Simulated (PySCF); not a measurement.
Isomers of C6H14P2, one conformer each; single-point electronic energies without zero-point terms and without any empirical dispersion term.

Level: PBE0/pcSseg-1 in PySCF, non-relativistic, each on one gas-phase PBE0-D3(BJ)/def2-SVP geometry that isn't relaxed in the solvent. The solvent is an IEF-PCM continuum (cavity from Bondi-type radii × 1.2). Specific hydrogen bonds and non-electrostatic terms are outside this model.

| isomer | relative energy, gas (kJ/mol) | dipole (D) |
| --- | --- | --- |
| `C=CC[P@](C)(P)=CC` | 0.0 | 1.20 |
| `C([P@@](P)(CC=C)=C)C` | 6.6 | 1.85 |

Task: How do the relative energies look in chloroform (ε = 4.711)?

Result: 
| isomer | relative energy, solvent (kJ/mol) | E(solvent) − E(gas) (kJ/mol) | dipole in solvent (D) |
| --- | --- | --- | --- |
| `C=CC[P@](C)(P)=CC` | 0.0 | -17.1 | 1.55 |
| `C([P@@](P)(CC=C)=C)C` | 4.3 | -19.3 | 2.51 |

The order is unchanged. Conformers: `[CH2:1]=[CH:2][CH2:3][P@:4]([CH3:5])([PH2:6])=[CH:7][CH3:8]` with C1–C2–C3–P4 -104°, C2–C3–P4–C5 175°, C3–P4–P6–H -179° and -86°; `[CH2:1]=[CH:2][CH2:3][P@:4](=[CH2:5])([PH2:6])[CH2:7][CH3:8]` with C1–C2–C3–P4 -108°, C2–C3–P4–C5 172°, C3–P4–P6–H 53° and 148°, C3–P4–C7–C8 167°. `C([P@@](P)(CC=C)=C)C` gains most from the continuum, and it has the largest gas-phase dipole. The gains span 2.2 kJ/mol, the gas-phase energies 6.6 kJ/mol.
